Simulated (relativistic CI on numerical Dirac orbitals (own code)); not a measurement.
## Ta: calculation against measurement

Calculated at this level of theory: Dirac-Coulomb-Breit CI, separate exchange-only KLI orbitals for each configuration, model QED (radiative potential, 1s self-energy scaled to tabulated hydrogen-like ionisation energies), valence Slater integrals scaled by 0.85, P86 correlation energy added to each configuration (own radial code, finite nucleus).

Configurations in the expansion (outside the closed core [Xe] 4f14): 5d3 6s2, 5d3 6s 6p, 5d4 6s, 5d5, 5d2 6s2 6p, 5d3 6s 6d, 5d4 6p, 5d2 6s2 5f, 5d2 6s2 7p, 5d3 6s 7s, 5d2 6s2 7s, 5d4 6d, 5d2 6s2 8s, 5d 6s2 6p2, 5d 6s 6p3, 6s2 6p3, 5d 6s 6p2 6d, 6s2 5f 6p2, 6s2 6p2 7p. Double excitations out of closed p, d and f shells are left out; levels of such configurations are missing from the list, as are those of other unlisted configurations, and high levels can miss mixing partners.

```csv
Configuration,Term (tabulated),J,Measured (cm⁻¹),Computed,Error,Purity (%)
5d3 6s2,4F,3/2,0.0,0,0,83
5d3 6s2,4F,5/2,2010.1,1639,-371,88
5d3 6s2,4F,7/2,3963.9,3380,-584,86
5d3 6s2,4F,9/2,5621.0,4950,-671,75
5d3 6s2,4P,5/2,9253.4,6994,-2259,63
5d3 6s 6p,6G°,11/2,25008.8,16727,-8281,91
```

Measured levels from NIST Handbook of Basic Atomic Spectroscopic Data (Sansonetti and Martin, J. Phys. Chem. Ref. Data 34, 1559 (2005)); pairs were made by configuration, J and term (by order where the table uses no LS term), so strongly mixed levels may be paired wrongly.

Mean error by configuration (cm⁻¹): 5d3 6s2 -971; 5d3 6s 6p -8281. Over the excited levels the mean absolute error is 2433 cm⁻¹ (5 of the 8 excited levels that our extract of the source holds in range could be paired, and the others can miss by more), and the median relative error of those above 1,000 cm⁻¹ is 18 %. Some levels of the ground configuration have no partner.
